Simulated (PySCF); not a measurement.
## Simulated absorption spectrum

C₅H₅N₃O.
SMILES: `c1nncc(C(C)=O)n1`

Computed, not measured: TDDFT CAM-B3LYP/def2-SVPD, vertical, gas phase, core orbitals frozen in the response (PySCF 2.14.0, density-fitted response routines). One conformer (not necessarily the lowest) at the GFN2-xTB geometry, without solvent, vibrations or thermal averaging. Torsions of this conformer, `[CH3:1][C:2](=[O:3])[c:4]1[cH:5][n:6][n:7][cH:8][n:9]1`: C1–C2–C4–C5 -165°.

Broadening: Gaussians 0.5 eV wide at half height, area fixed by f = 4.319×10⁻⁹ ∫ε dν̃. The width is an assumption, not a result. The curve ends short of the highest state used, and states not computed would add to its high-energy end.

```csv
λ (nm),ε (L mol⁻¹ cm⁻¹)
224.4,6558
235.1,5702
245.7,2557
256.4,634
267.0,86
277.7,7
288.3,4
298.9,15
309.6,39
320.2,68
330.9,87
341.5,86
352.2,67
362.8,47
373.5,39
384.1,53
394.7,90
405.4,143
416.0,198
426.7,239
437.3,256
448.0,246
458.6,216
469.2,176
479.9,133
490.5,95
501.2,64
511.8,42
522.5,26
533.1,16
543.7,9
554.4,5
565.0,3
575.7,2
586.3,1
597.0,0
```

Question: Where are the band maxima, and which computed states make them?

Answer: 439 nm (2.83 eV), ε about 260, made up of S1 (100%); 335 nm (3.70 eV), ε about 89, made up of S2 (79%) and S3 (21%); 228 nm (5.44 eV), ε about 6900, made up of S4 (18%) and S5 (81%) (ε in L mol⁻¹ cm⁻¹; maxima over ε = 5, shares over 10%). The states used: S1 2.83 eV (f 0.0047); S2 3.65 eV (f 0.0013); S3 3.87 eV (f 0.0005); S4 5.19 eV (f 0.045); S5 5.49 eV (f 0.107); S6 5.80 eV (f 0.0015); S7 5.91 eV (f 0.0075); S8 6.12 eV (f 0.037).

Question: What would ε be at 5.44 eV, the highest of these maxima, with half the width (0.25 eV)?

Answer: About 10600 L mol⁻¹ cm⁻¹ against 6910, a factor of about 1.5; a lone state at its own centre would give exactly 2.

Question: Coming from long wavelengths, where does ε first pass 100 L mol⁻¹ cm⁻¹?

Answer: At about 489 nm (2.54 eV), 0.29 eV below S1.

Question: On this curve, what absorbance would a 10⁻³ mol/L sample give at 450 nm over a 1 cm path?

Answer: 450 nm is 2.755 eV, where ε is about 240 L mol⁻¹ cm⁻¹, so A = ε c l ≈ 0.24 (Beer–Lambert, with the gas-phase spectrum and the assumed width).

The run took 64 s of wall time (grids of density and orbitals included) on one thread, Arm Neoverse V1 (aarch64), shared host, and the process peaked at 0.99 GiB of memory.
